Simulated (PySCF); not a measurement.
# Bond lengths and vibrations by method: BGeH4 cation

Calculated results; nothing here was measured. They come from PySCF 2.14.0, an open-source quantum chemistry program, on an isolated molecule that a program drew, which may never have been made. The molecule is BGeH4 cation (charge +1, singlet), drawn as the SMILES string `[BH2][GeH2+]`.

The geometry was optimised and harmonic frequencies were computed with HF and MP2, all in the cc-pVDZ basis, for the commonest isotopes, with a restricted reference for singlets and an unrestricted one otherwise, and a frozen core in MP2. Germanium has the cc-pVDZ-PP basis, with a core potential (ECP10MDF) in place of its 10 inner electrons, and its 3s, 3p and 3d shells are frozen in MP2. Each result is a local minimum of its method.

Geometry at the HF minimum:
```xyz
6
BGeH4 cation, angstrom
B     1.5879    1.0631   -0.1240
Ge    1.6869    0.9339   -2.2042
H     1.7307    0.0561    0.4899
H     1.3937    2.1374    0.3447
H     2.9794    1.0887   -2.9845
H     0.4731    0.6763   -3.0781
```

Lengths of the bonds as drawn, in Å (atoms numbered as above):
| bond | HF | MP2 |
|---|---|---|
| B1-Ge2 | 2.087 | 2.075 |
| B1-H3 | 1.188 | 1.197 |
| B1-H4 | 1.188 | 1.198 |
| Ge2-H5 | 1.518 | 1.526 |
| Ge2-H6 | 1.518 | 1.526 |

Rotational constants, in GHz:
```
constant,HF,MP2
A,91.78,90.74
B,8.781,8.845
C,8.63,8.692
```

Harmonic frequencies in cm^-1, each column in rising order, so a row needn't be the same motion in every method:
```
rank    HF   MP2
   1   285   308
   2   410   383
   3   468   428
   4   531   536
   5   784     ?
   6   941   888
   7   951   911
   8  1204  1142
   9  2304  2240
  10  2322  2266
  11  2749  2678
  12  2885  2814
```

**Estimate the missing MP2 frequency from the HF column.**

A single factor s that minimises the squared misfit of MP2 against s times HF over the other rows is sum(HF x MP2) / sum(HF^2) = 0.9718, with an rms misfit of 20 cm^-1. For rank 5 it gives 0.9718 x 784 = 762 cm^-1. The calculation gives 745 cm^-1, 17 cm^-1 below the estimate. The drawn bonds are on average 0.4 % longer in MP2 than in HF.
